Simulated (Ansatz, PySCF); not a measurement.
Pulling on the H–H spacing in H8 chain (multiplicity 1 held). Energies count from the point at 0.900 Å.
Geometry at that point (charge 0, multiplicity 1):
```xyz
8

H      0.0000     0.0000     0.0000
H      0.0000     0.0000     0.9000
H      0.0000     0.0000     1.8000
H      0.0000     0.0000     2.7000
H      0.0000     0.0000     3.6000
H      0.0000     0.0000     4.5000
H      0.0000     0.0000     5.4000
H      0.0000     0.0000     6.3000
```

Restricted levels (R-, RO-) in cc, def2 and unpolarised 6-31G sets keep to the state of the molecule at rest. U- levels take the lowest unrestricted solution at each point, which mixes spins at long bonds. Curves can end on different states.

Rows in 6-31G* carry no dispersion term and start afresh at each structure (6-31G* with six Cartesian d functions).

Codes used: Ansatz (Gaussian orbitals); PySCF for 6-31G* rows. Values without a source in brackets are computed.

### Question
One of these levels gives 556.92 kcal/mol for the energy at R = 3.600 Å. Name it.
A. R-HF/6-31G*
B. U-HF/6-31G*
C. U-PBE/cc-pVTZ
D. R-B3LYP/cc-pVTZ

### Answer
D, R-B3LYP/cc-pVTZ. The others give 731.29 (R-HF/6-31G*), 198.15 (U-HF/6-31G*), 341.08 (U-PBE/cc-pVTZ)

Doubts at one or more of the structures used: a restricted determinant that unrestricted orbitals would lower (R-HF/6-31G*, R-B3LYP/cc-pVTZ); a spin-contaminated determinant (U-HF/6-31G*, U-PBE/cc-pVTZ).

Ansatz is a quantum-chemistry and plane-wave program.
